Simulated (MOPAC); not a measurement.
A run for MOPAC: PM7 on AsH3 (SMILES [AsH3]), a point of a bond scan (R = 2.059 Å).

```
PM7 1SCF PRECISE CHARGE=0 THREADS=1
AsH3

As     0.00042674 1     0.00037277 1     0.07075147 1
H     -0.38003872 1     1.66353203 1    -1.08196380 1
H     -0.93712035 1    -0.86192286 1    -0.76812259 1
H      1.20443737 1    -0.38272110 1    -0.78356432 1
```

It printed:

```
*******************************************************************************
 **                                                                           **
 **                              MOPAC v23.2.5                                **
 **                                                                           **
 *******************************************************************************
 ** MOPAC's Digital Object Identifier: https://doi.org/10.5281/zenodo.6511958 **
 **                                                                           **
 ** Please cite the open-source release paper for use of this MOPAC version:  **
 ** J. E. Moussa and J. J. P. Stewart (2026)                                  **
 ** MOPAC: An open-source semiempirical molecular orbital program             **
 ** J. Open Source Softw., 11(119), 8025, https://doi.org/10.21105/joss.08025 **
 *******************************************************************************

                              PM7 CALCULATION RESULTS

 *******************************************************************************
 *  PM7        - The PM7 Hamiltonian to be used
 *
 *
 *
 *                 CHARGE ON SYSTEM = 0
 *
 *
 *
 *  PRECISE    - TIGHTER CRITERIA TO BE USED
 *  1SCF       - DO 1 SCF AND THEN STOP
 *  THREADS=1  - MULTI-THREADING NOT USED
 *  T=         - A TIME OF 172800.0 SECONDS REQUESTED
 *  DUMP=N     - RESTART FILE WRITTEN EVERY 7200.0 SECONDS REQUESTED
 *******************************************************************************
PM7 1SCF PRECISE CHARGE=0 THREADS=1
 AsH3

   ATOM   CHEMICAL          X               Y               Z
  NUMBER   SYMBOL      (ANGSTROMS)     (ANGSTROMS)     (ANGSTROMS)

     1      As          0.00042674  *   0.00037277  *   0.07075147  *
     2       H         -0.38003872  *   1.66353203  *  -1.08196380  *
     3       H         -0.93712035  *  -0.86192286  *  -0.76812259  *
     4       H          1.20443737  *  -0.38272110  *  -0.78356432  *



          CARTESIAN COORDINATES

    NO.       ATOM           X           Y           Z

     1        As          0.0004      0.0004      0.0708
     2         H         -0.3800      1.6635     -1.0820
     3         H         -0.9371     -0.8619     -0.7681
     4         H          1.2044     -0.3827     -0.7836

 General Reference for PM7:
 "Optimization of Parameters for Semiempirical Methods VI: More Modifications to the
 NDDO Approximations and Re-optimization of Parameters", J. J. P. Stewart, J. Mol. Mod., 1:32, 19 (2013)
 https://link.springer.com/article/10.1007/s00894-012-1667-x

           Empirical Formula: H3 As  =     4 atoms



      MOLECULAR POINT GROUP   :   Cs


      RHF CALCULATION, NO. OF DOUBLY OCCUPIED LEVELS = 4


 -------------------------------------------------------------------------------
 PM7 1SCF PRECISE CHARGE=0 THREADS=1
 AsH3



     1SCF WAS SPECIFIED, SO BFGS WAS NOT USED
     SCF FIELD WAS ACHIEVED


                              PM7 CALCULATION
                                                       MOPAC v23.2.5 Linux




          FINAL HEAT OF FORMATION =         29.04081 KCAL/MOL =     121.50677 KJ/MOL


          COSMO AREA              =         71.66 SQUARE ANGSTROMS
          COSMO VOLUME            =         53.74 CUBIC ANGSTROMS

          IONIZATION POTENTIAL    =          9.767778 EV
          HOMO LUMO ENERGIES (EV) =         -9.768 -1.347
          NO. OF FILLED LEVELS    =          4
          MOLECULAR WEIGHT        =         77.9453         POINT GROUP:  Cs

          MOLECULAR DIMENSIONS (Angstroms)

            Atom       Atom       Distance
            H     3    H     2     2.60514
            H     4    H     2     1.99041
            H     4   As     1     0.92198


          SCF CALCULATIONS        =          1





   ATOM   CHEMICAL          X               Y               Z
  NUMBER   SYMBOL      (ANGSTROMS)     (ANGSTROMS)     (ANGSTROMS)

     1      As          0.00042674  *   0.00037277  *   0.07075147  *
     2       H         -0.38003872  *   1.66353203  *  -1.08196380  *
     3       H         -0.93712035  *  -0.86192286  *  -0.76812259  *
     4       H          1.20443737  *  -0.38272110  *  -0.78356432  *

                             CARTESIAN COORDINATES

   1   As        0.000426740     0.000372770     0.070751470
   2    H       -0.380038720     1.663532030    -1.081963800
   3    H       -0.937120350    -0.861922860    -0.768122590
   4    H        1.204437370    -0.382721100    -0.783564320


           Empirical Formula: H3 As  =     4 atoms



      MOLECULAR POINT GROUP   :   Cs


                  EIGENVALUES
 -17.32747 -13.27656 -11.36589  -9.76778  -1.34737  -1.28458  -1.12780  -1.11353
  -1.06711   1.64495   3.93454   4.23674


              NET ATOMIC CHARGES AND DIPOLE CONTRIBUTIONS

  ATOM NO.   TYPE          CHARGE      No. of ELECS.   s-Pop       p-Pop       d-Pop
    1         As          -0.268860        5.2689     1.73626     3.29935     0.23325
    2          H           0.125651        0.8743     0.87435
    3          H           0.071604        0.9284     0.92840
    4          H           0.071604        0.9284     0.92840
 DIPOLE           X         Y         Z       TOTAL
 POINT-CHG.    -0.138     0.575    -1.278     1.408
 HYBRID         0.025    -0.118    -0.117     0.168
 SUM           -0.112     0.458    -1.395     1.472


          ATOMIC ORBITAL ELECTRON POPULATIONS

     Atom    s        px        py        pz      x^2-y^2     xz        z^2       yz        xy
    1 As   1.73626   0.96836   1.04208   1.28892   0.03708   0.08594   0.00030   0.06335   0.04658
    2  H   0.87435
    3  H   0.92840
    4  H   0.92840

 **********************
 *                    *
 * JOB ENDED NORMALLY *
 *                    *
 **********************




 == MOPAC DONE ==
```

The run finished.

Cost: very roughly 0.020 core-seconds.
